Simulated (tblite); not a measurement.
C5H5BO2.
Atom-mapped SMILES: `[BH2:1][CH2:2][c:3]1[cH:4][c:5](=[O:6])[c:7]1=[O:8]` (hydrogens: H9, H10 on B1; H11, H12 on C2; H13 on C4)

Computed with GFN2-xTB (tblite), gas phase: L-BFGS steps from a force-field or distance-geometry start until the largest atomic force falls under 0.01 eV/Å.

The end geometry, which sets the zero of energy:
```
atom  x, y, z in Å
B1      1.9885   -0.1470    0.9080
C2      1.1214    0.6399   -0.1553
C3     -0.2500    0.1474   -0.3024
C4     -0.9265   -0.6314   -1.1935
C5     -2.2011   -0.5733   -0.4478
O6     -3.3073   -1.0071   -0.5827
C7     -1.4516    0.3077    0.5793
O8     -1.6841    0.8774    1.6040
H9      3.1151    0.1388    1.0049
H10     1.5170   -0.9776    1.5768
H11     1.6304    0.6715   -1.1213
H12     1.0886    1.6677    0.2242
H13    -0.6449   -1.1136   -2.1117
```

**Question.** These geometries come from the run, each turned onto the end geometry. Order them by energy, lowest first.
A.
```
atom  x, y, z in Å
B1      1.9739   -0.1965    0.8486
C2      1.0862    0.7779   -0.0747
C3     -0.2132    0.2024   -0.2696
C4     -0.8236   -0.6435   -1.1835
C5     -2.1759   -0.6399   -0.4887
O6     -3.1638   -1.0576   -0.6028
C7     -1.4967    0.3413    0.5804
O8     -1.8271    0.8322    1.4721
H9      2.9602   -0.6697    0.4145
H10     1.6298   -0.4359    1.9462
H11     1.5676    0.8963   -1.0491
H12     1.0114    1.7575    0.4290
H13    -0.5331   -1.1641   -2.0399
```
B.
```
atom  x, y, z in Å
B1      1.9436   -0.1629    0.8739
C2      1.1188    0.7062   -0.1473
C3     -0.2485    0.2126   -0.2978
C4     -0.8789   -0.6048   -1.1841
C5     -2.1497   -0.6145   -0.4379
O6     -3.2079   -1.1572   -0.5686
C7     -1.4616    0.3205    0.5752
O8     -1.7333    0.8644    1.6027
H9      3.0877   -0.2980    0.7327
H10     1.3814   -0.6706    1.7543
H11     1.6186    0.7712   -1.1077
H12     1.1065    1.7084    0.2888
H13    -0.5813   -1.0749   -2.1015
```
C.
```
atom  x, y, z in Å
B1      1.9448   -0.1478    0.9272
C2      1.1370    0.6410   -0.1809
C3     -0.2416    0.1713   -0.3356
C4     -0.9394   -0.5803   -1.2338
C5     -2.1741   -0.6051   -0.4222
O6     -3.2454   -1.1326   -0.4889
C7     -1.4199    0.2982    0.5820
O8     -1.6474    0.8856    1.5981
H9      3.0856    0.0646    1.0376
H10     1.4046   -0.9075    1.6260
H11     1.6620    0.6554   -1.1383
H12     1.1195    1.6708    0.1965
H13    -0.6903   -1.0133   -2.1852
```
D.
```
atom  x, y, z in Å
B1      1.9254   -0.1605    0.9051
C2      1.1282    0.6767   -0.1769
C3     -0.2509    0.2109   -0.3250
C4     -0.9133   -0.5727   -1.2210
C5     -2.1627   -0.6067   -0.4338
O6     -3.2189   -1.1614   -0.5074
C7     -1.4427    0.3152    0.5780
O8     -1.6785    0.8613    1.6135
H9      3.0914   -0.1063    0.8914
H10     1.3620   -0.8083    1.6984
H11     1.6366    0.7096   -1.1421
H12     1.1298    1.6922    0.2375
H13    -0.6109   -1.0497   -2.1352
```
E.
```
atom  x, y, z in Å
B1      1.9744   -0.1950    0.8489
C2      1.1129    0.7704   -0.0781
C3     -0.2323    0.1992   -0.2658
C4     -0.8286   -0.6428   -1.1695
C5     -2.1371   -0.6167   -0.4817
O6     -3.2229   -1.0936   -0.6248
C7     -1.4883    0.3192    0.5483
O8     -1.8309    0.8779    1.5393
H9      2.9512   -0.6656    0.4188
H10     1.6290   -0.4336    1.9366
H11     1.5745    0.9066   -1.0546
H12     1.0091    1.7411    0.4225
H13    -0.5156   -1.1667   -2.0575
```

**Answer.** C (0.005 eV), D (0.014 eV), B (0.035 eV), E (0.087 eV), A (1.841 eV).

In the order of the answer:

```csv
step,E above end (eV),largest force (eV/Å),rms force component (eV/Å),rms distance from end (Å),rms bond change (Å),bond most changed (Å)
51,0.005,0.04,0.012,0.084,0.000,B1–H10 -0.001
39,0.014,0.10,0.039,0.126,0.001,B1–H10 +0.003
31,0.035,0.27,0.094,0.194,0.004,C2–H11 -0.008
5,0.087,0.64,0.150,0.360,0.006,C5–C7 -0.011
1,1.841,16.58,5.113,0.365,0.055,C7=O8 -0.125
```

The cost below is that of the whole relaxation. Time: 0.47 s. Hardware: one thread, Arm Neoverse V1 (aarch64) (shared host).
